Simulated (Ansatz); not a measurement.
Geometry optimisation, RKS PBE/def2-SVP in Ansatz 0.2.0.

input.yaml

```yaml
crystal:
  periodic: [false, false, false]
  atoms:
    - { symbol: W, position_ang: [0.037235, -0.282647, 0.540074] }
    - { symbol: Cl, position_ang: [0.961308, 0.609374, 2.520077] }
    - { symbol: H, position_ang: [1.521309, 0.354408, 0.012144] }
    - { symbol: H, position_ang: [0.114032, 1.266247, -0.101641] }
    - { symbol: H, position_ang: [-1.435681, 0.375624, 0.002081] }
    - { symbol: O, position_ang: [0.115369, -2.041385, -0.238897] }
    - { symbol: H, position_ang: [0.110195, -2.7288, 0.472171] }
    - { symbol: H, position_ang: [0.179134, -0.04992, -1.112409] }
basis:
  gaussian: { orbitals: def2-SVP }
hamiltonian:
  xc: pbe
relax:
  f_tol: 0.03
  max_steps: 50
```

Launched with:

```bash
$ ansatz run input.yaml --threads 1 --pin off --max-ram 2048MiB --backend cpu --events-out ev --progress --plain --runs-dir out
```

Problem. Where does it end, and by what steps?

Solution. It converged. After 10 steps the energy has fallen by 0.108 eV; H3 moved furthest, 0.41 Å.

| step | energy less start (eV) | largest force component (eV/Å) | accepted |
| --- | --- | --- | --- |
| 0 | 0.0000 | 0.905 | yes |
| 1 | -0.0530 | 0.218 | yes |
| 2 | -0.0712 | 0.097 | yes |
| 3 | -0.0828 | 0.231 | yes |
| 4 | -0.0913 | 0.200 | yes |
| 5 | -0.0980 | 0.264 | yes |
| 6 | -0.1024 | 0.141 | yes |
| 7 | -0.1068 | 0.170 | yes |
| 8 | -0.1076 | 0.045 | yes |
| 9 | -0.1072 | 0.154 | no |
| 10 | -0.1079 | 0.007 | yes |

```xyz
8
Properties=species:S:1:pos:R:3
W 0.184 -0.265 0.582
Cl 0.675 0.720 2.613
H 1.529 0.132 -0.332
H 0.242 1.335 0.049
H -1.305 0.288 0.021
O 0.101 -2.015 -0.220
H 0.163 -2.741 0.441
H 0.014 0.047 -1.060
```

Whether the end is a true minimum wasn't checked by a vibrational analysis.

The run took 39 s on 1 thread of Arm Neoverse V2 (shared host), peak memory 0.13 GiB.
